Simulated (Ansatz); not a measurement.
Hg(BH4)2 in a box, plane waves

Ansatz 0.2.0, DFT PBE, spin-orbit coupling, plane waves, PAW, molecule in a box. The geometry was relaxed with Gaussian bases (BP86; Hg def2-SVP with ECP60, B def2-SVP, H def2-SVP).

```yaml
crystal:
  lattice:
    - [11.21, 0.0, 0.0]
    - [0.0, 10.95, 0.0]
    - [0.0, 0.0, 15.45]
  atoms:
    - { symbol: Hg, position: [0.4999331, 0.49977626, 0.49989385] }
    - { symbol: B, position: [0.50066548, 0.52367489, 0.65007573] }
    - { symbol: H, position: [0.50982426, 0.44779087, 0.70852492] }
    - { symbol: H, position: [0.58933541, 0.58859361, 0.64411197] }
    - { symbol: H, position: [0.4014273, 0.57033242, 0.6468932] }
    - { symbol: H, position: [0.50880018, 0.41954977, 0.60392816] }
    - { symbol: B, position: [0.49920071, 0.47587763, 0.34971133] }
    - { symbol: H, position: [0.49004282, 0.55176164, 0.29126214] }
    - { symbol: H, position: [0.59843979, 0.42922009, 0.35289385] }
    - { symbol: H, position: [0.41053167, 0.4109589, 0.35567508] }
    - { symbol: H, position: [0.49106601, 0.58000183, 0.3958589] }
basis:
  ecutwfc: 420
  ecutrho_ratio: 4
kpoints:
  mp_grid: { grid: [1, 1, 1] }
hamiltonian:
  xc: pbe
scf:
  occupations: { method: gaussian, width: 0.01 }
output:
  forces: true
  eigenvalues: true
  populations: true
  write_density: true
  write_potential: true
  elf: true
  volumetric_format: npy
magnetization:
  noncollinear: true
  spin_orbit: true
```

Command:
```sh
ansatz run input.yaml --threads 2 --pin off --max-ram 5120MiB --backend cpu --events-out ev --progress --plain --runs-dir out
```
It took 26 s on 2 threads of Intel(R) Xeon(R) Platinum 8259CL CPU @ 2.50GHz (Skylake/Cascade Lake), on a shared host, peak memory 2.3 GiB.

Problem. How does the SCF go?

Solution. 
```
SCF iter   1: F=—  HF=-14298.980145 eV  |F-HF|=—  |Δ(HF+E_count)|=         —  Δρ=2.44e-2
preconditioner: auto → Resta (q_TF=auto, 1.396 Å⁻¹)  ε∞=1.1  [insulator: Δε(μ)=5.375 eV  Ē_g=11.471 eV  σ=0.010 eV  W_gap=1.00  n_
spin=Noncollinear: Resta preconditioning applied to the charge; magnetization (m_x, m_y, m_z) channels mix plain (no charge-respon
SCF iter   2: F=—  HF=-14292.980293 eV  |F-HF|=—  |Δ(HF+E_count)|=    6.00e0  Δρ=1.25e-2
SCF iter   3: F=—  HF=-14291.814638 eV  |F-HF|=—  |Δ(HF+E_count)|=    1.17e0  Δρ=4.29e-3
SCF iter   4: F=—  HF=-14291.729615 eV  |F-HF|=—  |Δ(HF+E_count)|=   8.50e-2  Δρ=8.48e-4
SCF iter   5: F=—  HF=-14291.727033 eV  |F-HF|=—  |Δ(HF+E_count)|=   2.58e-3  Δρ=2.41e-4
SCF iter   6: F=—  HF=-14291.727118 eV  |F-HF|=—  |Δ(HF+E_count)|=   8.50e-5  Δρ=5.44e-5
SCF iter   7: F=—  HF=-14291.727018 eV  |F-HF|=—  |Δ(HF+E_count)|=   9.99e-5  Δρ=1.40e-5
SCF iter   8: F=-14291.727019 eV  HF=-14291.727019 eV  |F-HF|=7.53e-10  |Δ(HF+E_count)|=   6.75e-7  Δρ=2.07e-6
```

Problem. Which levels lie next to the highest filled one (eV, counted from it)?

Solution. Filled: -1.38, -1.38, -0.55, -0.55, -0.40, -0.40, -0.11, -0.11, 0.00, 0.00. Empty: 5.38, 5.38, 5.67, 5.67, 6.42, 6.42, 7.21, 7.21.

Problem. What forces are left at this geometry, relaxed with Gaussian bases (eV/Å)?

Solution. 
```
Hg   0.00  0.00  0.00
B    0.00  0.05 -0.01
H   -0.03  0.20 -0.25
H   -0.24 -0.17  0.01
H    0.27 -0.13  0.00
H   -0.01  0.10 -0.10
B    0.00 -0.05  0.01
H    0.03 -0.20  0.25
H   -0.27  0.13  0.00
H    0.24  0.17 -0.01
H    0.01 -0.10  0.10
```

The highest of the empty levels listed lie near the vacuum level and may be states of the box.

The forces come from the other functional as well as from the basis.

A frequency check found unstable modes (1, the lowest at -6 cm⁻¹), so the relaxed geometry is a saddle point, or these are noise.
